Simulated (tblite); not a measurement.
Record of a relaxation.

C₆H₆ClF₂Si (charge +1).
SMILES with atom numbers: `[F:1][CH:2]([F:3])[C:4]1=[CH:5][CH:6]=[CH:7][CH2:8][Si+:9]1[Cl:10]` (hydrogens: H11 on C2; H12 on C5; H13 on C6; H14 on C7; H15, H16 on C8)
Bond orders are those of one Lewis drawing.

Computed with GFN2-xTB (tblite), gas phase: L-BFGS steps from a force-field or distance-geometry start until the largest atomic force falls under 0.01 eV/Å. 12 of its 163 geometries are shown.

Step 0: E = -848.0218 eV, largest atomic force 2.781 eV/Å
```
atom  x, y, z in Å  |  force x, y, z in eV/Å
F1      2.696   -0.480   -1.676   -0.317  -0.120   0.134
C2      2.421   -0.309   -0.359    1.315   0.827   0.384
F3      3.206    0.732    0.054   -0.438  -0.440  -0.148
C4      0.972   -0.037   -0.131    0.123   0.199  -0.831
C5      0.490    1.038    0.524   -0.645   0.306  -0.206
C6     -0.915    1.342    0.741    0.517   0.183   0.189
C7     -1.956    0.633    0.289    0.291  -0.060  -0.066
C8     -1.896   -0.632   -0.523   -0.429  -0.081  -0.412
Si9    -0.169   -1.331   -0.833   -0.151  -0.334   2.757
Cl10    0.134   -2.915    0.442   -0.025   0.114  -1.151
H11     2.772   -1.204    0.184    0.043  -0.018  -0.067
H12     1.185    1.776    0.914    0.080  -0.244   0.110
H13    -1.107    2.242    1.340    0.082  -0.473  -0.286
H14    -2.952    0.983    0.535    0.038  -0.130  -0.250
H15    -2.512   -1.392   -0.026    0.003   0.066  -0.134
H16    -2.377   -0.437   -1.485   -0.488   0.207  -0.025
```

Step 15: E = -849.0040 eV, largest atomic force 0.572 eV/Å
```
atom  x, y, z in Å  |  force x, y, z in eV/Å
F1      2.659   -0.461   -1.643   -0.152  -0.090   0.003
C2      2.469   -0.259   -0.316   -0.034   0.051   0.031
F3      3.152    0.851    0.003   -0.090  -0.064   0.074
C4      0.981   -0.101   -0.026   -0.232  -0.091   0.112
C5      0.472    1.047    0.501    0.208   0.070  -0.006
C6     -0.901    1.357    0.761   -0.197  -0.106  -0.244
C7     -1.960    0.662    0.317    0.241   0.256   0.079
C8     -1.941   -0.643   -0.398    0.418  -0.322  -0.222
Si9    -0.230   -1.486   -0.274   -0.152  -0.096   0.058
Cl10    0.202   -3.385   -0.069   -0.047   0.049  -0.146
H11     2.921   -1.121    0.212   -0.007   0.135  -0.005
H12     1.152    1.850    0.732    0.265   0.118   0.035
H13    -1.096    2.288    1.267    0.093   0.085   0.027
H14    -2.928    1.100    0.444   -0.418   0.061   0.082
H15    -2.795   -1.237   -0.059    0.131  -0.156   0.052
H16    -2.163   -0.454   -1.462   -0.028   0.101   0.070
```

Step 29: E = -849.0898 eV, largest atomic force 0.110 eV/Å
```
atom  x, y, z in Å  |  force x, y, z in eV/Å
F1      2.513   -0.517   -1.591    0.088  -0.052   0.006
C2      2.433   -0.265   -0.256    0.000  -0.025  -0.014
F3      3.115    0.865   -0.020   -0.039  -0.101  -0.022
C4      0.962   -0.120    0.083   -0.012   0.055   0.030
C5      0.478    1.080    0.507   -0.002   0.021   0.009
C6     -0.901    1.410    0.729   -0.006  -0.008  -0.075
C7     -1.948    0.668    0.335    0.047   0.088  -0.019
C8     -1.884   -0.654   -0.377   -0.035   0.033   0.049
Si9    -0.207   -1.520   -0.243   -0.023   0.059  -0.018
Cl10    0.173   -3.434   -0.302    0.015   0.039  -0.069
H11     2.933   -1.098    0.265    0.043   0.056   0.018
H12     1.195    1.875    0.681   -0.056  -0.007   0.012
H13    -1.084    2.376    1.181   -0.014  -0.084   0.000
H14    -2.946    1.061    0.470   -0.011  -0.015  -0.002
H15    -2.715   -1.278   -0.041   -0.030  -0.047   0.051
H16    -2.125   -0.440   -1.431    0.034  -0.014   0.045
```

Step 44: E = -849.1519 eV, largest atomic force 0.498 eV/Å
```
atom  x, y, z in Å  |  force x, y, z in eV/Å
F1      2.625   -1.024   -1.295   -0.158   0.258   0.375
C2      2.443   -0.309   -0.131    0.332  -0.199  -0.163
F3      3.176    0.807   -0.244   -0.247  -0.085   0.044
C4      0.958   -0.044    0.041    0.202  -0.222  -0.054
C5      0.463    1.142    0.486    0.105  -0.031  -0.239
C6     -0.921    1.482    0.647    0.076   0.027   0.017
C7     -1.974    0.701    0.358   -0.107  -0.282  -0.068
C8     -1.909   -0.673   -0.254   -0.204  -0.079  -0.183
Si9    -0.178   -1.411   -0.463   -0.024  -0.478  -0.137
Cl10    0.276   -3.215   -1.116   -0.133   0.444   0.160
H11     2.881   -0.937    0.677   -0.127   0.239  -0.107
H12     1.181    1.921    0.704    0.025   0.088   0.108
H13    -1.089    2.481    1.025   -0.125  -0.035   0.074
H14    -2.985    1.055    0.549    0.240   0.008  -0.085
H15    -2.597   -1.356    0.269    0.144   0.215   0.027
H16    -2.360   -0.611   -1.264    0.001   0.133   0.233
```

Step 59: E = -849.2151 eV, largest atomic force 0.145 eV/Å
```
atom  x, y, z in Å  |  force x, y, z in eV/Å
F1      2.719   -1.189   -1.072    0.005  -0.044  -0.092
C2      2.453   -0.315   -0.072   -0.059   0.062   0.001
F3      3.098    0.827   -0.349    0.048   0.020  -0.061
C4      0.954   -0.086    0.006   -0.006  -0.015   0.052
C5      0.485    1.112    0.457   -0.018  -0.012  -0.046
C6     -0.894    1.472    0.621   -0.029  -0.034  -0.061
C7     -1.951    0.699    0.323    0.012  -0.012   0.061
C8     -1.933   -0.680   -0.262    0.141   0.018   0.026
Si9    -0.210   -1.391   -0.609    0.069   0.053   0.033
Cl10    0.241   -3.107   -1.413   -0.053  -0.019  -0.016
H11     2.886   -0.736    0.849   -0.025   0.015   0.079
H12     1.218    1.871    0.709   -0.074  -0.028   0.068
H13    -1.083    2.460    1.017    0.051  -0.043   0.008
H14    -2.945    1.075    0.520   -0.019   0.061  -0.028
H15    -2.483   -1.338    0.419   -0.038  -0.017   0.068
H16    -2.562   -0.663   -1.157   -0.006  -0.005  -0.092
```

Step 74: E = -849.2296 eV, largest atomic force 0.044 eV/Å
```
atom  x, y, z in Å  |  force x, y, z in eV/Å
F1      2.734   -1.283   -0.955   -0.027   0.009   0.028
C2      2.460   -0.301   -0.059    0.021   0.010   0.016
F3      3.089    0.810   -0.476   -0.002  -0.029  -0.031
C4      0.961   -0.086    0.005    0.025  -0.017   0.016
C5      0.483    1.096    0.487    0.007  -0.017  -0.012
C6     -0.893    1.469    0.613   -0.003  -0.015   0.019
C7     -1.950    0.698    0.307   -0.008   0.028  -0.033
C8     -1.914   -0.690   -0.245    0.004   0.006  -0.002
Si9    -0.196   -1.373   -0.655    0.014   0.003  -0.005
Cl10    0.125   -3.058   -1.575    0.037  -0.003   0.004
H11     2.896   -0.599    0.911    0.015   0.005  -0.033
H12     1.209    1.838    0.803   -0.020  -0.012   0.002
H13    -1.072    2.461    1.000   -0.019   0.008   0.017
H14    -2.944    1.090    0.465   -0.021   0.024   0.009
H15    -2.420   -1.336    0.482   -0.012  -0.022   0.022
H16    -2.576   -0.726   -1.118   -0.012   0.022  -0.017
```

Step 88: E = -849.2401 eV, largest atomic force 0.062 eV/Å
```
atom  x, y, z in Å  |  force x, y, z in eV/Å
F1      2.706   -1.435   -0.760    0.017   0.013   0.039
C2      2.459   -0.297   -0.062    0.021   0.040  -0.032
F3      3.030    0.714   -0.747   -0.025  -0.054   0.018
C4      0.961   -0.094    0.032   -0.019   0.012  -0.002
C5      0.476    1.062    0.567   -0.015   0.002   0.000
C6     -0.899    1.454    0.650   -0.008   0.007  -0.003
C7     -1.955    0.720    0.264    0.031  -0.003   0.022
C8     -1.909   -0.676   -0.269   -0.045  -0.016   0.003
Si9    -0.190   -1.339   -0.717   -0.004  -0.056   0.006
Cl10    0.153   -2.997   -1.681   -0.011   0.048   0.011
H11     2.964   -0.377    0.915   -0.006   0.007  -0.023
H12     1.191    1.779    0.951    0.023  -0.008  -0.012
H13    -1.076    2.439    1.056   -0.014   0.013   0.000
H14    -2.949    1.134    0.365    0.029  -0.008   0.018
H15    -2.344   -1.312    0.515   -0.001  -0.018   0.000
H16    -2.627   -0.765   -1.091    0.027   0.021  -0.044
```

Step 103: E = -849.2539 eV, largest atomic force 0.180 eV/Å
```
atom  x, y, z in Å  |  force x, y, z in eV/Å
F1      2.718   -1.537   -0.529   -0.009   0.082   0.061
C2      2.457   -0.281   -0.078   -0.022  -0.175   0.034
F3      2.925    0.566   -1.017    0.021  -0.005   0.041
C4      0.961   -0.108    0.069   -0.002   0.039  -0.036
C5      0.481    1.043    0.618    0.010   0.020  -0.042
C6     -0.894    1.436    0.697   -0.009   0.004   0.018
C7     -1.947    0.709    0.291   -0.028  -0.010   0.013
C8     -1.916   -0.671   -0.285   -0.025  -0.012   0.021
Si9    -0.191   -1.351   -0.680   -0.011   0.033  -0.028
Cl10    0.204   -2.953   -1.705   -0.014  -0.086  -0.025
H11     3.018   -0.131    0.858    0.039   0.051  -0.071
H12     1.208    1.749    1.001   -0.047   0.041   0.009
H13    -1.081    2.420    1.103    0.031  -0.017   0.030
H14    -2.938    1.132    0.388   -0.004  -0.010   0.025
H15    -2.443   -1.327    0.422    0.062   0.029   0.000
H16    -2.568   -0.686   -1.165    0.008   0.015  -0.050
```

Step 118: E = -849.2819 eV, largest atomic force 0.101 eV/Å
```
atom  x, y, z in Å  |  force x, y, z in eV/Å
F1      2.731   -1.589   -0.200   -0.001   0.091   0.044
C2      2.458   -0.261   -0.122    0.032  -0.037  -0.040
F3      2.840    0.270   -1.308    0.013  -0.035   0.064
C4      0.968   -0.071    0.047    0.007   0.020   0.014
C5      0.480    1.054    0.638   -0.016   0.009  -0.016
C6     -0.903    1.397    0.792   -0.018  -0.015   0.042
C7     -1.952    0.682    0.353    0.015   0.005   0.018
C8     -1.907   -0.617   -0.388    0.009  -0.022  -0.003
Si9    -0.179   -1.339   -0.675    0.018  -0.045  -0.007
Cl10    0.216   -3.049   -1.518    0.001   0.038  -0.010
H11     3.074    0.182    0.677   -0.036  -0.035  -0.082
H12     1.191    1.772    1.031   -0.018  -0.011  -0.007
H13    -1.102    2.322    1.313    0.021  -0.004  -0.016
H14    -2.947    1.061    0.540   -0.019  -0.005  -0.036
H15    -2.543   -1.331    0.150    0.001   0.025  -0.009
H16    -2.431   -0.475   -1.343   -0.009   0.022   0.041
```

Step 133: E = -849.2913 eV, largest atomic force 0.104 eV/Å
```
atom  x, y, z in Å  |  force x, y, z in eV/Å
F1      2.719   -1.588    0.009    0.002  -0.022  -0.025
C2      2.453   -0.264   -0.124    0.051  -0.001   0.050
F3      2.836    0.071   -1.378    0.014  -0.018   0.053
C4      0.966   -0.049    0.022   -0.008  -0.010   0.020
C5      0.473    1.048    0.657    0.010   0.032   0.046
C6     -0.909    1.381    0.834   -0.039   0.001  -0.066
C7     -1.956    0.675    0.371    0.064   0.034  -0.023
C8     -1.903   -0.600   -0.405    0.033  -0.099   0.000
Si9    -0.170   -1.296   -0.746   -0.067  -0.019  -0.021
Cl10    0.253   -2.967   -1.651    0.005   0.046  -0.003
H11     3.074    0.283    0.603   -0.027   0.030  -0.095
H12     1.181    1.752    1.076    0.010   0.007   0.015
H13    -1.105    2.297    1.372   -0.006  -0.015   0.012
H14    -2.956    1.046    0.542   -0.024   0.027   0.057
H15    -2.498   -1.347    0.139   -0.037   0.060  -0.040
H16    -2.466   -0.435   -1.332    0.018  -0.054   0.022
```

Step 147: E = -849.3026 eV, largest atomic force 0.020 eV/Å
```
atom  x, y, z in Å  |  force x, y, z in eV/Å
F1      2.700   -1.562    0.275    0.007   0.016  -0.008
C2      2.447   -0.286   -0.109    0.007   0.008  -0.003
F3      2.811   -0.215   -1.412   -0.006  -0.009   0.017
C4      0.964   -0.028    0.008    0.003  -0.006   0.000
C5      0.474    1.045    0.684    0.000   0.006   0.006
C6     -0.912    1.372    0.854    0.002  -0.006   0.003
C7     -1.956    0.670    0.385   -0.003  -0.009   0.005
C8     -1.906   -0.596   -0.414   -0.012  -0.002   0.000
Si9    -0.171   -1.232   -0.831    0.000   0.009  -0.003
Cl10    0.324   -2.775   -1.906    0.003  -0.019  -0.005
H11     3.085    0.392    0.474   -0.003  -0.005  -0.010
H12     1.179    1.726    1.144    0.003  -0.001   0.012
H13    -1.113    2.267    1.424    0.000   0.006  -0.008
H14    -2.956    1.023    0.594    0.006   0.004  -0.004
H15    -2.477   -1.351    0.141   -0.002   0.000  -0.005
H16    -2.500   -0.441   -1.322   -0.003   0.007   0.002
```

Step 162: E = -849.3039 eV, largest atomic force 0.007 eV/Å
```
atom  x, y, z in Å  |  force x, y, z in eV/Å
F1      2.731   -1.508    0.360    0.006  -0.002   0.000
C2      2.448   -0.275   -0.126   -0.005   0.000  -0.002
F3      2.780   -0.312   -1.440    0.000  -0.002  -0.006
C4      0.964   -0.024    0.002   -0.002  -0.001   0.002
C5      0.474    1.030    0.706   -0.001   0.005  -0.005
C6     -0.912    1.349    0.888   -0.002  -0.002   0.002
C7     -1.955    0.661    0.398   -0.003   0.002  -0.002
C8     -1.907   -0.579   -0.439    0.004   0.003  -0.002
Si9    -0.172   -1.227   -0.839    0.001  -0.006   0.004
Cl10    0.323   -2.792   -1.883    0.001   0.000  -0.002
H11     3.089    0.460    0.379    0.000  -0.001   0.004
H12     1.179    1.703    1.178    0.002   0.002   0.005
H13    -1.113    2.231    1.480    0.000   0.000  -0.002
H14    -2.955    1.013    0.612   -0.003   0.002   0.003
H15    -2.507   -1.343    0.070    0.003  -0.001   0.001
H16    -2.474   -0.378   -1.357   -0.001   0.001  -0.001
```

**Question.** Summarise the path.

**Answer.** The energy falls by 123.70 kJ/mol from step 0 to step 162; nine tenths of that is first reached at step 47. It rises by more than 0.2 meV at step 44. The largest force goes from 2.781 to 0.007 eV/Å. Among the bonds Si9–Cl10 changes most, from 2.056 to 1.945 Å; the atoms move by 1.028 Å rms after alignment.

**Question.** Follow the three bonds and two angles with the largest change from start to end.

**Answer.** 
```
step  E above end (kJ/mol)  largest force (eV/Å)  Si9–Cl10 (Å)  C5–C6 (Å)  C2–C4 (Å)  C4–Si9–Cl10 (°)  C8–Si9–Cl10 (°)
   0                123.70                 2.781         2.056      1.454      1.492            102.2            108.6
   7                 53.47                 0.542         1.972      1.444      1.516            118.6            123.4
  14                 31.58                 0.446         1.958      1.433      1.528            123.7            129.0
  21                 22.85                 0.199         1.944      1.436      1.520            126.2            130.2
  28                 20.86                 0.109         1.954      1.435      1.517            128.3            128.4
  35                 19.10                 0.139         1.952      1.434      1.518            129.5            126.2
  42                 15.60                 0.297         1.948      1.436      1.523            129.7            126.4
  49                 10.63                 0.185         1.954      1.437      1.516            126.4            129.3
  56                  9.18                 0.108         1.951      1.433      1.514            127.2            128.7
  63                  7.92                 0.077         1.948      1.433      1.518            129.5            126.0
  70                  7.38                 0.077         1.948      1.431      1.515            131.1            124.7
  77                  7.02                 0.052         1.947      1.431      1.516            132.4            124.1
  85                  6.40                 0.076         1.947      1.431      1.516            131.0            125.4
  92                  5.95                 0.053         1.946      1.431      1.515            131.7            125.0
  99                  5.38                 0.079         1.945      1.432      1.513            130.4            125.8
 106                  4.06                 0.109         1.946      1.432      1.512            129.6            126.5
 113                  2.75                 0.116         1.949      1.433      1.512            130.5            125.4
 120                  2.01                 0.062         1.946      1.433      1.512            130.0            125.9
 127                  1.79                 0.094         1.946      1.434      1.513            130.0            126.0
 134                  1.00                 0.128         1.948      1.433      1.509            129.2            126.9
 141                  0.28                 0.058         1.944      1.433      1.510            127.7            128.3
 148                  0.11                 0.027         1.944      1.434      1.510            127.5            128.5
 155                  0.03                 0.022         1.945      1.434      1.511            127.6            128.3
 162                  0.00                 0.007         1.945      1.434      1.510            127.5            128.4
```

What follows is the cost of the whole relaxation. The run took 1.6 s wall on an Arm Neoverse V1 with one thread, no GPU, shared host with 32 logical CPUs at a one-minute load of 6.6.
